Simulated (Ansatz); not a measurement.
CH6OSSi2 (`O[SiH]1CS[SiH2]1`), relaxed with RKS PBE-D4/def2-SVP in Ansatz 0.2.0 from a rough embedded geometry. The force threshold is 0.03 eV/Å; the program also tests the step.

Charge 0, multiplicity 1.

Start:

```xyz
11

O    -1.315   -1.230    1.200
Si   -0.788   -0.562   -0.153
C    -0.443    1.315   -0.007
S     1.179    1.108    0.755
Si    1.457   -0.586   -0.470
H    -0.920   -0.947    2.075
H    -1.649   -0.965   -1.335
H    -1.205    1.819    0.524
H    -0.431    1.812   -1.018
H     1.909   -0.132   -1.800
H     2.208   -1.632    0.229
```

Question: By how much does the energy fall, and how many steps does the optimiser take? (Best estimate.)

Answer: Ansatz gave: 58.86 kJ/mol, in 7 steps.

Question: Which bonds change most? (Estimate.)

Answer: Computed: S4–Si5 from 2.109 to 2.201 Å; O1–Si2 from 1.598 to 1.685 Å; Si2–Si5 from 2.267 to 2.351 Å; C3–S4 from 1.804 to 1.873 Å.

Question: Give the relaxed structure. (An estimate is asked.)

Answer: Computed: 
```xyz
11

O    -1.391   -1.238    1.170
Si   -0.845   -0.523   -0.254
C    -0.538    1.355   -0.031
S     1.199    1.265    0.663
Si    1.497   -0.613   -0.447
H    -0.802   -1.065    1.928
H    -1.844   -0.956   -1.291
H    -1.202    1.856    0.704
H    -0.549    1.941   -0.974
H     2.141   -0.424   -1.799
H     2.333   -1.596    0.330
```
